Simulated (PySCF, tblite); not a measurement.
Species: C4H7NO2Si.
Z-matrix (Å and degrees, GFN2-xTB geometry), rows numbered from 1:
```
O 
C   1  1.2060
N   2  1.3392  1  122.15
Si  3  1.7521  2  115.68  1     3.54
C   4  1.8764  3  118.69  2   -81.62
C   5  1.3276  4  106.71  3  -116.18
C   6  1.4973  5  115.59  4     2.05
O   7  1.4020  6  109.84  5     5.43
H   2  1.1045  1  122.69  3  -179.66
H   3  1.0069  2  119.92  1   179.82
H   4  1.4558  3  109.25  2    57.38
H   5  1.0746  4  129.75  3    66.41
H   6  1.0790  5  126.42  4  -178.11
H   7  1.0976  6  110.17  5  -114.36
H   7  1.0960  6  111.43  5   125.88
```

Computed with CAM-B3LYP/def2-SVPD in PySCF (dipole) on a GFN2-xTB geometry, gas phase.

Take the most abundant isotopes and a rigid rotor. The values belong to one conformer with, in the numbering `[O:1]=[CH:2][NH:3][Si@@H:4]1[CH:5]=[CH:6][CH2:7][O:8]1`, O1–C2–N3–Si4 4°, C2–N3–Si4–C5 -82°, N3–Si4–C5–C6 -116°, C5–C6–C7–O8 5°, C6–C7–O8–Si4 -11°, N3–Si4–O8–C7 132°.

**Question.** What are A, B and C (MHz)?

**Answer.** Ia = 113.28, Ib = 438.53, Ic = 505.25 u·Å²; 505379 MHz·u·Å²/I gives A = 4461, B = 1152, C = 1000 MHz.

**Question.** What kind of rotor is it?

**Answer.** A near-prolate asymmetric top: κ = (2 × 1152 − 4461 − 1000)/(4461 − 1000) = -0.91.

**Question.** Is it planar, by Δ = Ic − Ia − Ib?

**Answer.** Not planar: Δ = Ic − Ia − Ib = -46.56 u·Å². For a rigid frame Δ = −2 Σ m c², so Σ m c² = 23.28 u·Å² lies off the ab plane: 7.77 from hydrogen and 15.51 from heavier atoms. The atom farthest from that plane is 1.86 Å away.

**Question.** Give the other two planar moments, Paa and Pbb, and the rms extents of the mass along the axes.

**Answer.** Paa = Σ m a² = (Ib + Ic − Ia)/2 = 415.25 and Pbb = Σ m b² = (Ia + Ic − Ib)/2 = 90.00 u·Å². With the mass M = 129.02 u, the rms extents √(P/M) along a, b and c are 1.79, 0.84, 0.42 Å.

**Question.** Give the coordinates in the principal-axis frame, origin at the centre of mass.

**Answer.** The sense of each axis is arbitrary; atoms in the order of the calculation.
```csv
atom,mass (u),a (Å),b (Å),c (Å)
O1,15.995,2.653,0.767,-0.296
C2,12.000,2.495,-0.207,0.398
N3,14.003,1.305,-0.809,0.521
Si4,27.977,0.015,-0.150,-0.464
C5,12.000,-0.891,1.377,0.142
C6,12.000,-2.151,1.016,0.350
C7,12.000,-2.458,-0.429,0.105
O8,15.995,-1.276,-1.124,-0.184
H9,1.008,3.315,-0.663,0.981
H10,1.008,1.212,-1.622,1.108
H11,1.008,0.410,-0.195,-1.865
H12,1.008,-0.533,2.382,0.273
H13,1.008,-2.956,1.657,0.675
H14,1.008,-3.145,-0.531,-0.745
H15,1.008,-2.932,-0.891,0.979
```

**Question.** List the rotational levels J(Ka,Kc) to J = 5 (MHz).

**Answer.** Above 0(0,0):
J = 1: 1(0,1) 2153, 1(1,1) 5461, 1(1,0) 5614
J = 2: 2(0,2) 6453, 2(1,2) 9615, 2(1,1) 10071, 2(2,1) 19997, 2(2,0) 20003
J = 3: 3(0,3) 12890, 3(1,3) 15841, 3(1,2) 16754, 3(2,2) 26455, 3(2,1) 26481, 3(3,1) 43383, 3(3,0) 43383
J = 4: 4(0,4) 21450, 4(1,4) 24138, 4(1,3) 25659, 4(2,3) 35062, 4(2,2) 35139, 4(3,2) 52003, 4(3,1) 52004, 4(4,1) 75688, 4(4,0) 75688
J = 5: 5(0,5) 32113, 5(1,5) 34499, 5(1,4) 36779, 5(2,4) 45814, 5(2,3) 45992, 5(3,3) 62783, 5(3,2) 62786, 5(4,2) 86463, 5(4,1) 86463, 5(5,1) 116916, 5(5,0) 116916

**Question.** Which types of transition are allowed, and where do some lines up to J = 4 fall?

**Answer.** The dipole components are |μa| = 1.96 D, |μb| = 1.37 D, |μc| = 2.08 D. Intensities carry the squares of the components, which stand as 0.89 : 0.44 : 1.00 (a : b : c). Some lines, for components of 0.1 D or more:

```
type  branch         J(Ka,Kc)    MHz  lower level (cm⁻¹)
   a       Q  2(1,1) ← 2(1,2)    457               0.321
   c       Q  2(1,2) ← 2(0,2)   3162               0.215
   b       Q  3(1,2) ← 3(0,3)   3864               0.430
   b       Q  4(1,3) ← 4(0,4)   4208               0.716
   a       R  2(0,2) ← 1(0,1)   4300               0.072
   b       R  1(1,1) ← 0(0,0)   5461               0.000
   a       R  3(1,2) ← 2(1,1)   6683               0.336
   a       R  4(3,2) ← 3(3,1)   8621               1.447
   b       R  3(1,3) ← 2(0,2)   9388               0.215
   c       Q  4(2,3) ← 4(1,3)   9404               0.856
   c       Q  3(2,2) ← 3(1,2)   9701               0.559
   b       Q  2(2,1) ← 2(1,2)  10383               0.321
   b       Q  4(2,3) ← 4(1,4)  10925               0.805
   c       R  4(1,3) ← 3(0,3)  12768               0.430
   b       R  2(2,1) ← 1(1,0)  14384               0.187
   c       R  2(2,0) ← 1(1,0)  14389               0.187
   b       R  3(2,2) ← 2(1,1)  16384               0.336
   c       R  3(2,1) ← 2(1,1)  16410               0.336
   c       R  3(2,2) ← 2(1,2)  16841               0.321
   c       Q  3(3,1) ← 3(2,1)  16902               0.883
   b       Q  4(3,2) ← 4(2,3)  16941               1.170
   b       R  3(3,0) ← 2(2,1)  23386               0.667
   c       Q  4(4,1) ← 4(3,1)  23684               1.735
   b       R  4(3,2) ← 3(2,1)  25522               0.883
   c       R  4(3,2) ← 3(2,2)  25548               0.882
   b       R  4(3,1) ← 3(2,2)  25549               0.882
   b       R  4(4,1) ← 3(3,0)  32305               1.447
   b       R  4(4,0) ← 3(3,1)  32305               1.447
```

**Question.** Estimate the classical rotational partition function at 10 K, 50 K and 200 K.

**Answer.** Point group C1, symmetry number σ = 1; q = (√π/σ)·√((kT/h)³/(ABC)), k/h = 20836.6 MHz/K: 2350 at 10 K, 26300 at 50 K, 210000 at 200 K.

Its GFN2-xTB frequencies are all real (lowest 51 cm⁻¹). No vibrational averaging or centrifugal distortion is included, and the geometry carries the error of its method. Quadrupole hyperfine structure (14N) is left out.
